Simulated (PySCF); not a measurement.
CH₆BN₃O.
Atom-mapped SMILES: `[NH2:1][B:2]([NH2:3])[NH:4][CH:5]=[O:6]` (hydrogens: H7, H8 on N1; H9, H10 on N3; H11 on N4; H12 on C5)

A linear-response calculation (PySCF, def2-SVPD basis, gas phase, vertical, core orbitals frozen in the response) gave these numbers; the functional is withheld.

Orbital energies (eV): HOMO-3 -9.17, HOMO-2 -7.48, HOMO-1 -7.34, HOMO -6.86, LUMO -0.24, LUMO+1 -0.12, LUMO+2 0.65.

| state | E (eV) | f | main configurations (H = HOMO, L = LUMO) |
| --- | --- | --- | --- |
| S1 | 5.43 | 0.0013 | H-1→L+1 (99%) |
| S2 | 5.66 | 0.0016 | H→L (97%) |
| S3 | 6.00 | 0.023 | H→L+1 (98%) |
| S4 | 6.31 | 0.0045 | H-2→L (96%) |
| S5 | 6.35 | 0.0098 | H-1→L (84%), H-2→L+1 (13%) |
| S6 | 6.64 | 0.0013 | H→L+2 (92%) |

Triplets, Tamm–Dancoff:

```csv
state,E (eV),λ (nm),"main configurations (H = HOMO, L = LUMO)"
T1,4.94,250.9,H-1→L+1 (98%)
T2,5.27,235.2,H-2→L+1 (90%)
T3,5.51,225.0,H→L (93%)
T4,5.58,222.0,H→L+1 (96%)
```

Vertical ionisation energy by ΔSCF with the same functional: 9.19 eV. Mean static polarisability: 56.4 au.

Problem. Which of these was used?
A. PBE
B. B3LYP
C. wB97X-D
D. HF

Solution. B. B3LYP is a global hybrid with 20% exact exchange. In this run −ε(HOMO) = 6.86 eV differs from the ΔSCF value by -2.33 eV, and S1 differs from the orbital gap of 6.62 eV by -1.19 eV. The ratio −ε(HOMO)/IP is 0.75. Usual ranges for neutral molecules in this basis: 0.67 to 0.83 with B3LYP, 0.5 to 0.7 with PBE, 0.89 to 0.99 with wB97X-D; with Hartree–Fock the ratio is 1 or more (Koopmans' value less the relaxation energy is the ΔSCF value). The other options: PBE, a GGA without exact exchange; HF, time-dependent Hartree–Fock, 100% exact exchange; wB97X-D, range-separated, 22% exact exchange at short range and 100% at long range (ω = 0.2 bohr⁻¹).

Method: PySCF, TDDFT B3LYP/def2-SVPD, vertical, gas phase, core orbitals frozen in the response. Isolated species at its PBE0-D3(BJ)/def2-SVP geometry (one conformer only).

On one thread, x86-64 server, shared host, this took 90 s of wall time (grids of density and orbitals included).

The values belong to the conformer `[NH2:1][B:2]([NH2:3])[NH:4][CH:5]=[O:6]`: N1–B2–N4–C5 -179°, B2–N4–C5–O6 0°, H–N1–B2–N3 180°, H–N1–B2–N3 0°, H–N3–B2–N1 0°, H–N3–B2–N1 180°.
